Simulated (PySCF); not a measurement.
Isomers of C8H7Cl. Computed with PBE0-D3(BJ)/def2-SVP geometry optimisation, gas phase in PySCF 2.14.0. Energies are electronic, without zero-point or thermal terms, for one conformer each. No frequencies were run at this level. Point groups hold within 0.08 Å.

Problem. Order them by energy at this level, lowest first, and give relative energies in kJ/mol.
A. `c1cc(Cl)c2CCc2c1`
B. `[Cl:1]/[CH:2]=[CH:3]/[c:4]1[cH:5][cH:6][cH:7][cH:8][cH:9]1` with C2–C3–C4–C5 0°
C. `[CH2:1]=[CH:2][c:3]1[cH:4][cH:5][cH:6][c:7]([Cl:8])[cH:9]1` with C1–C2–C3–C4 180° (3-chlorostyrene)

Solution. B (0.0), C (0.4), A (23.1).

As drawn, the lowest has a C=C bond outside aromatic rings, which the highest lacks; the highest has a four-membered ring, which the lowest lacks. Neighbours under 10 kJ/mol apart (Cl/C=C/c1ccccc1 and C=Cc1cccc(Cl)c1) can change places with a better method, another conformer or zero-point energy.

```csv
SMILES,E (Eh),E rel (kJ/mol),dipole (D),point group,"A, B, C (MHz)"
Cl/C=C/c1ccccc1,-768.37621,0.0,1.55,Cs,"5165, 575.2, 517.5"
C=Cc1cccc(Cl)c1,-768.37605,0.4,1.56,Cs,"2318, 959.6, 678.7"
Clc1cccc2c1CC2,-768.36742,23.1,1.68,Cs,"2181, 1286, 817.5"
```

Problem. As an exercise, what shares would exp(−E/RT) give at 2000 K from these electronic energies alone (no entropy, no degeneracies)?

Solution. RT = 16.629 kJ/mol: Cl/C=C/c1ccccc1 44.9 %, C=Cc1cccc(Cl)c1 43.8 %, Clc1cccc2c1CC2 11.2 %.
